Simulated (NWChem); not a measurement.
CHCl, singlet; SMILES [CH]Cl

All runs: NWChem. Low-valent species are run as closed-shell singlets; no triplet was tried in these runs. Coordinates come from a B3LYP/6-31G* (spherical d) optimisation. Ions are spin-unrestricted doublets at the neutral geometry; other ion states weren't tried. Functional: LC-ωPBE (HJS hole) with def2-SVP; rows give the range parameter ω in 1/bohr.

Problem. At which range parameter does −ε(HOMO) equal the ΔSCF ionisation energy (optimal tuning)?

Solution. about 0.46 per bohr, by linear interpolation in these runs:
| range parameter (1/bohr) | vertical ionisation energy, ΔSCF (eV) | −ε(HOMO) (eV) | ΔSCF minus −ε(HOMO) (eV) |
|---|---|---|---|
| 0.10 | 9.63 | 6.95 | 2.68 |
| 0.25 | 9.83 | 8.74 | 1.09 |
| 0.50 | 10.19 | 10.40 | -0.21 |
| 0.60 | 10.27 | 10.75 | -0.48 |
| 0.80 | 10.34 | 11.17 | -0.83 |
